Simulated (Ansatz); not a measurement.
Q: Name a neutral molecule of Al, C, N and H with HOMO–LUMO gap (B3LYP/def2-TZVPP) between 6.60 and 6.90 eV and LUMO energy (PBE0/def2-TZVPP) between -0.30 and 0.00 eV (Ansatz, PBE0-D4/def2-TZVP geometry).

A: `[NH2][AlH][CH]1CC1` (6.66 eV, -0.22 eV). Other molecules can fit too; these were computed, each in one conformer that needn't be the lowest.

B3LYP here is the variant with VWN-RPA as its local correlation; programs differ in this.
